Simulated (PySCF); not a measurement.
## Gas-phase XPS of `F[C@@H]1C[C@H]1B1OCCO1`, computed

Species: C₅H₈BFO₂.
Z-matrix (Å and degrees, PBE0-D3(BJ)/def2-SVP geometry), rows numbered from 1:
```
F 
C   1  1.3564
C   2  1.4735  1  118.03
C   2  1.5020  1  117.34  3   -70.92
B   4  1.5455  2  119.28  3   108.72
O   5  1.3651  4  124.54  2   144.81
C   6  1.4166  5  108.51  4  -179.21
C   7  1.5446  6  105.08  5    -1.70
O   5  1.3701  4  122.51  2   -35.01
H   2  1.0950  1  111.92  3   145.84
H   3  1.0932  2  118.73  4  -107.88
H   3  1.0926  2  116.46  4   106.67
H   4  1.0938  2  113.85  3  -105.39
H   7  1.1017  6  109.48  5  -122.81
H   7  1.1019  6  109.37  5   119.27
H   8  1.1021  7  112.44  6  -116.72
H   8  1.1015  7  112.54  6   121.29
```

The calculation used PySCF, delta-SCF UKS SCAN, pcX-2 on the ionised atom, pcseg-1 elsewhere, spin-free X2C. Vertical ΔSCF values, vacuum level as zero.

**Question.** Give the core binding energies atom by atom.

**Answer.** 
```json
{"atom(s)": "F1", "bonded to": "C", "level": "F 1s", "binding energy (eV)": "692.37", "above the level's lowest (eV)": "0.00", "count": "1"}
{"atom(s)": "O6/O9", "bonded to": "C and B", "level": "O 1s", "binding energy (eV)": "538.58", "above the level's lowest (eV)": "0.00", "count": "2"}
{"atom(s)": "C2", "bonded to": "F, 2 C and H", "level": "C 1s", "binding energy (eV)": "292.83", "above the level's lowest (eV)": "+2.53", "count": "1"}
{"atom(s)": "C7/C8", "bonded to": "O, C and 2 H", "level": "C 1s", "binding energy (eV)": "292.59", "above the level's lowest (eV)": "+2.29", "count": "2"}
{"atom(s)": "C3", "bonded to": "2 C and 2 H", "level": "C 1s", "binding energy (eV)": "290.76", "above the level's lowest (eV)": "+0.46", "count": "1"}
{"atom(s)": "C4", "bonded to": "2 C, H and B", "level": "C 1s", "binding energy (eV)": "290.30", "above the level's lowest (eV)": "0.00", "count": "1"}
{"atom(s)": "B5", "bonded to": "2 O and C", "level": "B 1s", "binding energy (eV)": "196.77", "above the level's lowest (eV)": "0.00", "count": "1"}
```

The listed C 1s values span 2.53 eV, from C4 (bonded to 2 C, H and B) to C2 (bonded to F, 2 C and H).

**Question.** Which photon energy gives electrons from C 1s of C2 a kinetic energy of 150 eV, and what is their de Broglie wavelength?

**Answer.** hν = 292.83 + 150 = 442.83 eV, recoil neglected; λ = 12.264 Å/√(E/eV) = 1.00 Å.

**Question.** What is the C 1s shift of C2 against C7/C8?

**Answer.** 292.83 − 292.59 = +0.24 eV, or +23 kJ/mol.

Topologically equivalent atoms share the value of their first member; where this conformer doesn't relate them by symmetry, their own values could differ. Geometry: PBE0-D3(BJ)/def2-SVP, one conformer, isolated molecule.
